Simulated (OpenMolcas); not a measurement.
Mo2+: effect of the active space

```json
{"Program": "OpenMolcas 26.06", "Method": "MS-CASPT2 or its RAS form, IPEA 0.25 Eh, imaginary shift 0.1 Eh", "Basis": "ANO-RCC-VTZP", "Scalar Hamiltonian": "DKH2, point nucleus", "Spin-orbit coupling": "RASSI with atomic mean-field integrals over the reference wave functions, term energies averaged over their components"}
```

A. 4 electrons in 5 orbitals (4d); 2S+1 = 5 even, 5 roots; 2S+1 = 3 even, 45 roots; 2S+1 = 1 even, 50 roots; closed shells correlated: 4s 4p; CASPT2 step about 22 core-seconds
B. 4 electrons in 6 orbitals (4d 5s); 2S+1 = 5 even, 15 roots; 2S+1 = 3 even, 95 roots; 2S+1 = 1 even, 90 roots; closed shells correlated: 4s 4p; CASPT2 step roughly 27 core-seconds
C. 10 electrons in 8 orbitals (RAS1 4p, at most 2 holes; RAS2 4d); 2S+1 = 5 even, 5 roots; 2S+1 = 3 even, 45 roots; 2S+1 = 1 even, 50 roots; closed shells correlated: 4s; CASPT2 step about 60 core-seconds
D. 4 electrons in 9 orbitals (RAS2 4d 5s; RAS3 5p, at most 2 electrons); 2S+1 = 5 even, 15 roots; 2S+1 = 3 even, 90 roots kept (CI in the orbitals of an earlier block); 2S+1 = 1 even, 90 roots kept (CI in the orbitals of an earlier block, 84 in the spin-orbit step); 2S+1 = 5 odd, 30 roots (21 in the spin-orbit step); 2S+1 = 3 odd, 84 roots kept (CI in the orbitals of an earlier block, 5 in the spin-orbit step); 2S+1 = 1 odd, 89 roots kept (CI in the orbitals of an earlier block, 0 in the spin-orbit step); closed shells correlated: 4s 4p; CASPT2 step about 3 core-minutes
E. 4 electrons in 10 orbitals (4d 5d); 2S+1 = 5 even, 5 roots; 2S+1 = 3 even, 45 roots; 2S+1 = 1 even, 49 roots; closed shells correlated: 4s 4p; CASPT2 step of the order of 11 core-minutes

Energies in cm⁻¹ above 4d⁴ ⁵D₀, the measured ground level; measured values from Sugar and Musgrove, J. Phys. Chem. Ref. Data 17, 155 (1988).

```tsv
Level	A	B	C	D	E	Measured
4d⁴ ⁵D₀	0.0	0.0	0.0	0.0	0.0	0.0
4d⁴ ⁵D₁	235	247	244	251	237	242
4d⁴ ⁵D₂	653	686	678	694	660	668
4d⁴ ⁵D₃	1201	1260	1248	1269	1217	1224
4d⁴ ⁵D₄	1843	1931	1917	1937	1872	1872
4d⁴ ³P₀(1)	12190	12150	12530	11940	11920	11149
4d⁴ ³P₁(1)	13420	13400	13800	13230	13140	12510
4d⁴ ³H₄	13690	13970	13780	13870	13700	12680
4d⁴ ³H₅	14240	14550	14350	14490	14280	13276
4d⁴ ³H₆	14740	15080	14860	15040	14820	13811
4d⁴ ³F₃(1) [75 %]	15060	15160	15400	15000	14960	13948
4d⁴ ³F₂(1)	15070	15130	15460	14960	14930	13929
4d⁴ ³P₂(1)	15270	15290	15710	15160	15010	14358
4d⁴ ³F₄(1)	15360	15500	15710	15360	15280	14296
4d⁴ ³G₃ [75 %]	17010	17210	17280	17110	16990	15871
4d⁴ ³G₄	17430	17660	17690	17560	17450	16283
4d⁴ ³G₅	17800	18070	18070	17990	17880	16714
4d⁴ ³D₃	20760	20910	21110	20720	20680	19488
4d⁴ ³D₂	20880	21020	21220	20820	20780	19577
4d⁴ ³D₁	21180	21330	21550	21150	21070	
4d⁴ ¹I₆	21220	21550	21100	21560	21540	20290
4d⁴ ¹G₄(1)	22160	22430	22370	22280	22380	20612
4d⁴ ¹D₂(1)	25090	24930	25230	24720	25010	22806
4d⁴ ¹F₃	28620	28730	28740	28540	28720
```

Deviations, from unrounded energies. A percentage is the sum of absolute deviations over the sum of measured energies, with the sign that they share, or ± where signs differ.

| Against measurement | Levels | A | B | C | D | E |
| --- | --- | --- | --- | --- | --- | --- |
| mean absolute deviation (cm-1) | 21 | 950 | 1100 | 1200 | 970 | 910 |
| fine structure of the ground term (%) | 4 | -1.9 | +2.9 | +2.0 | +3.6 | -0.5 |
| other terms of the ground configuration (%) | 17 | +7.3 | +8.3 | +8.9 | +7.4 | +7.1 |

A, E lie about equally close to measurement and C furthest from it. The largest miss of E in the table is 4d⁴ ¹D₂(1), by +2200 cm-1. The ranking rests on the paired levels alone, and a cruder setting can come out closer through cancelling errors.

The spin-orbit steps hold different terms of 4d⁴ (D lacks a ¹S; E lacks a ¹S), which shifts levels as well.

The two smallest mean deviations differ by little beside CASPT2's spread within terms, so their order carries little weight.

Among A to E the level of the table that moves most is 4d⁴ ³P₂(1), by 690 cm-1 (lowest in E, highest in C). Moves below CASPT2's spread within the term are not significant.

Term energies are means over components that CASPT2 splits; among the terms shown or strongly mixed into the levels shown the widest spread is 1800 cm-1 (4d⁴ ¹I, C). The CASPT2 spread within a term exceeds the gap to the next term for 4d⁴ ³P(1) and 4d⁴ ³H, 4d⁴ ³D and 4d⁴ ¹I, 4d⁴ ¹I and 4d⁴ ¹G(1), so the order of their levels is uncertain (figures for A; the like holds for C, E). Levels of configurations with an s electron are missing; early in the row they begin among the upper levels of the d shell and mix with terms of their name (holds for A). Some levels mix across a computed gap that differs much from the measured one, so their mixing is not that of the real levels (holds for A; E). Blocks of more than 70 roots (2S+1 = 3 even, 1 even) ran without multistate coupling (holds for B; D). Configurations are named by rounded mean occupations; where the s occupation lies near a half they are strongly mixed, a name can repeat and a true partner stay unpaired (holds for B; D). Active for correlation alone: 4p; no level in the range computed is led by a configuration that opens it, so any true level of that kind is missing (holds for C). Some high roots are left out of the spin-orbit mixing, which shifts the levels that they would mix with (holds for D). Terms from blocks run as CI alone lack orbitals of their own (holds for D). Active for correlation alone: 5d; no level in the range computed is led by a configuration that fills it, so any true level of that kind is missing (holds for E). Computed and measured levels are paired by configuration, term and J; levels that our copy of the source lacks, or whose pairing is in doubt (as where it misses far off the trend of its configuration), stay unpaired and out of the deviations. Only configurations of the active space appear. The table leaves out levels that lie high or whose names do not pair safely across all columns.

A share in square brackets marks a mixed level and gives the weight of the term that names it, the lowest over the columns. A number in round brackets counts repeated terms of one configuration in the order of the reference energies.
